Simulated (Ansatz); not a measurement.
Other settings, tried on the cluster Ag2Pd⁻.

```yaml
crystal:
  periodic: [false, false, false]
  atoms:
    - {symbol: Pd, position_ang: [0.004964, 0.002255, 0.001954]}
    - {symbol: Ag, position_ang: [-2.265997, -1.028635, -0.871792]}
    - {symbol: Ag, position_ang: [2.261032, 1.026379, 0.869838]}
basis:
  gaussian: {orbitals: def2-TZVPD}
total_charge: -1
magnetization: {spin_polarized: true, initial_magnetization: 1}
hamiltonian: {xc: {name: r2SCAN0}, dispersion: d4}
scf: {omitted_lower_state_checks: [starts]}
output: {forces: true}
```

```sh
$ ansatz run in.yaml --threads 4 --pin off --events-out ev --progress --plain --max-ram 3916MiB
```

Output, abridged:

```
Functional definition: r2SCAN0
1170 factors; integrals over basis functions are off by at most 5.0e-4 eV
mean field evaluation 1: about -11477.4341 eV, gradient 3.1e1 eV
mean field evaluation 2: about -10957.2797 eV, gradient 2.1e2 eV
mean field evaluation 4: about -11481.3870 eV, gradient 9.6e0 eV
mean field evaluation 8: about -11481.7801 eV, gradient 5.4e-1 eV
mean field evaluation 16: about -11481.7882 eV, gradient 2.0e-2 eV
mean field evaluation 32: about -11482.2377 eV, gradient 9.5e-2 eV
mean field -11482.23788601 eV, -421.9644593706 hartree, gradient 1.1e-5 eV, S^2 0.754565; 0 other end points of the search recorded, 0 dependent functions left out
reference -11482.23790556 eV, -421.9644600888 hartree; 29, 28 occupied and 91, 92 virtual orbitals, 1170 factors
Total energy: -11482.26365904 eV, -421.9654065119 hartree
Atom 0 at     0.004964     0.002255     0.001954 Å, force    -0.065924    -0.029927    -0.025394 eV/Å
Atom 1 at    -2.265997    -1.028635    -0.871792 Å, force     0.072392     0.032863     0.027868 eV/Å
Atom 2 at     2.261032     1.026379     0.869838 Å, force    -0.006468    -0.002936    -0.002474 eV/Å
Dipole moment:     0.010689     0.004852     0.004110 e Å
Checks for a lower state left out: starts
```

Hardware: 4 threads of Arm Neoverse V1 on a shared host. Wall time 19 s.

In the def2 sets Ag, Pd take a core potential; there is no spin–orbit coupling.

The dipole of an ion depends on the origin.
